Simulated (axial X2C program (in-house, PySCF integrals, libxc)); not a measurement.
**GeBr⁻: cheaper levels and CCSD(T), with spin–orbit coupling**

Computed with an axial X2C code built on PySCF integrals. Two-component (2c) means X2C with spin–orbit coupling and atomic mean-field two-electron Coulomb and Gaunt terms. Basis: Br dyall-acv3z [9s10p7d5f1g], Ge dyall-acv3z [10s10p8d5f1g] (cores contracted in-house); Gaussian nuclei, density fitting, unrestricted open shells. Masses: Br 78.918 u, Ge 73.921 u.

State: Ω = 1 (⟨Sz⟩ = 1.00, ⟨Lz⟩ = 0.00 at HF); fragments Br- + Ge.

| level | Re (Å) | ωe (cm⁻¹) |
| --- | --- | --- |
| PBE0 | 2.518 | 200.4 |
| HF | 2.607 | 169.0 |
| MP2 | 2.538 | 197.3 |
| CCSD | 2.554 | 191.0 |
| PBEsol | 2.496 | 207.0 |

Correlated methods: 12 electrons correlated (number of frozen shells: Br 3 s, 2 p, 1 d; Ge 3 s, 2 p, 1 d), 312 virtual spin orbitals or spinors in MP2, 90 natural virtuals in coupled cluster.

CCSD(T), same Hamiltonian and basis:

Re = 2.552 Å, ωe = 193.3 cm⁻¹; T1 = 0.013 (Lee–Taylor normalisation).

(1) Give the differences from CCSD(T) in the columns below.

The state is a single determinant with fixed occupations, the lowest that a limited PBE0 search found. De is not given where an atomic determinant may have missed its ground term or J level, or where the truncated virtual space spoils (T). Density functionals use the spin component along the axis (collinear). Coupled cluster ran in a truncated set of natural virtual spinors; the MP2 energy of the rest was added. (T) has no such correction and the atoms are truncated less, which lowers De at CCSD(T) by a hundredth of an eV or more. Other states lie close and PBE0, whose exact exchange favours high spin, may order them wrongly; the determinant shown need not be the ground state. The nearest other 2c determinant of the search, Ω = 0, lies 0.61 eV up at the distance of the search. The functionals have no current-density term, which raises determinants with orbital currents, atoms included. With several unpaired electrons one determinant need not be a pure state. Open-shell Ω = 0 determinants with evenly filled partner blocks cannot be reached by this program, so the Ω shown need not be the lowest component. This is the Ω = 1 component of a π² triplet; the 0⁺ component is not one determinant and can lie lowest. The highest occupied level of some functionals is positive through self-interaction error; at Hartree–Fock it is bound. With the outer-core shells frozen, correlated bond lengths of heavy atoms tend to come out a few hundredths of an ångström too long.

## Answers

(1) 

```tsv
level	ΔRe (Å)	Δωe (cm⁻¹)
PBE0	-0.034	7.1
HF	0.055	-24.3
MP2	-0.014	4.0
CCSD	0.002	-2.3
PBEsol	-0.056	13.7
```
